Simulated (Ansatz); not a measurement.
Basis-set extrapolation for C₄H₁₆N₄Si (`CN[Si](NC)(NC)NC`) (PBE0-D4/def2-TZVP geometry, frozen core, the Gaussian-basis code of Ansatz). Multiplicity 1, RHF reference.

```json
{"": "HF", "def2-TZVPP": "-667.785505", "def2-QZVPP": "-667.813802"}
{"": "MP2 correlation", "def2-TZVPP": "-1.673285", "def2-QZVPP": "-1.787155"}
{"": "CCSD(T) correlation", "def2-TZVPP": "-1.820873", "def2-QZVPP": "not run"}
```

Energies in hartree. Use E(X) = E(∞) + A·exp(−7.88·√X) for Hartree–Fock and E(X) = E(∞) + B·X^(−2.97) for correlation, with X = 3 and 4, and add CCSD(T) minus MP2 of the smaller set to the MP2 limit.

Q: What is the CCSD(T) energy at the basis-set limit?

A: HF limit: -667.813802 + (-0.028297) × 0.13774 = -667.81770. MP2 limit: -1.787155 + (-0.113870) × 0.74074 = -1.87150. Higher-order term: -1.820873 − (-1.673285) = -0.14759. Total: -669.83679 hartree, 604.9 kJ/mol below CCSD(T)/def2-TZVPP.
